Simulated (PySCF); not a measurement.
A species of formula C5H8SSi has this rotational fingerprint, computed with PBE0-D3(BJ)/def2-SVP geometry optimisation, gas phase in PySCF:

```
Rotational constants : A = 3729, B = 1287, C = 974.1 MHz
Dipole components    : |μa| = 0.30 D, |μb| = 0.97 D, |μc| = 0.04 D
Inertial defect      : -9.25 u·Å²
κ                    : -0.77
```

Task: Which candidate fits, each taken in the one conformer that was computed?
A. `[SiH3:1][CH2:2][c:3]1[cH:4][cH:5][s:6][cH:7]1` with Si1–C2–C3–C4 -78°
B. `[CH3:1][S:2][C:3]1=[CH:4][CH:5]=[CH:6][SiH2:7]1` with C1–S2–C3–C4 -178°

Result: B. It is CSC1=CC=C[SiH2]1, an asymmetric top. The candidates at the same level (rigid rotor, commonest isotopes):

```
          SMILES  A (MHz)  B (MHz)  C (MHz)  μa (D)  μb (D)  μc (D)  Δ (u·Å²)  point group                        rotor
  [SiH3]Cc1ccsc1     4675    948.0    882.5    0.26    0.17    0.62    -68.55           C1  near-prolate asymmetric top
CSC1=CC=C[SiH2]1     3729     1287    974.1    0.30    0.97    0.04     -9.25      near Cs               asymmetric top
```

`[SiH3]Cc1ccsc1` has B 26 % too low. No structure here is proved a minimum.
